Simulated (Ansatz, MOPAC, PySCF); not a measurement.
Potential energy surface of Cl2Mg, singlet: symmetric bend, bond length relaxed. Scanned: Cl-Mg-Cl angle. Other coordinates (Mg-Cl bond length) were minimised at B3LYP/def2-TZVP.

Cartesian coordinates as functions of the variables (Å; names that start with a are angles):
```
Mg  0  0  0
Cl  r*sin(a/2)  0  r*cos(a/2)
Cl  -r*sin(a/2)  0  r*cos(a/2)
```

- MP2/aug-cc-pVQZ = MP2 on RHF/aug-cc-pVQZ, frozen core (Ansatz, a quantum-chemistry and plane-wave program)
- RKS-B3LYP/6-311+G** = PySCF with restricted B3LYP/6-311+G**, spherical d
- RHF/def2-TZVP, density fitting (PySCF)
- PM6, restricted, heats of formation (MOPAC)
- RKS-LDA (SVWN5)/6-31G* = restricted LDA (SVWN5)/6-31G*, spherical d in PySCF 2.14.0
- CCSD(T)/aug-cc-pVQZ = Ansatz with CCSD(T) on RHF/aug-cc-pVQZ, frozen core

Energies in kcal/mol, each method relative to its own lowest point.

```
a / °  MP2/aug-cc-pVQZ  RKS-B3LYP/6-311+G**   RHF   PM6  RKS-LDA (SVWN5)/6-31G*  CCSD(T)/aug-cc-pVQZ
-----  ---------------  -------------------  ----  ----  ----------------------  -------------------
180                0.0                  0.0   0.0   0.0                     0.0                  0.0
167                0.6                  0.7   0.6   0.5                     0.6                  0.6
157                1.7                  2.0   1.9   1.6                     1.7                  1.7
147                3.6                  4.2   3.9   3.4                     3.5                  3.6
137                6.3                  7.1   6.8   5.8                     6.0                  6.3
127                9.8                 10.8  10.7   8.8                     9.2                  9.8
117               14.2                 15.4  15.7  12.7                    13.3                 14.3
107               20.0                 21.2  22.2  17.6                    18.5                 20.1
97                27.6                 28.9  31.0  23.6                    25.4                 27.8
87                38.2                 39.5  43.4  30.9                    35.2                 38.5
80                48.6                 50.0  55.5  37.5                    44.9                 49.1
```
